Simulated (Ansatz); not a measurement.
Ansatz (an electronic-structure program) input:

Ansatz 0.2 input:
```yaml
crystal:
  periodic: [false, false, false]
  atoms:
    - {symbol: Zn, position_ang: [-0.01786886, 0.63482598, 0.13355868]}
    - {symbol: O, position_ang: [1.33148262, -0.15573029, -1.28166467]}
    - {symbol: H, position_ang: [1.94707280, 0.46009219, -1.68063318]}
    - {symbol: O, position_ang: [-1.38499628, -0.65859765, 1.08433555]}
    - {symbol: H, position_ang: [-1.99265477, -0.25980713, 1.70807337]}
basis:
  gaussian:
    orbitals: def2-TZVP
hamiltonian:
  xc: b3lyp
  dispersion: d3bj
total_charge: -1
magnetization: {spin_polarized: true, initial_magnetization: 1}
relax: {f_tol: 0.002, max_steps: 150}
```

Task: What final total energy does it print?

Result: -1931.21325 Eh (B3LYP-D3(BJ)/def2-TZVP). The basis has 122 functions.

The spin state was set by rule; other spins were not relaxed.
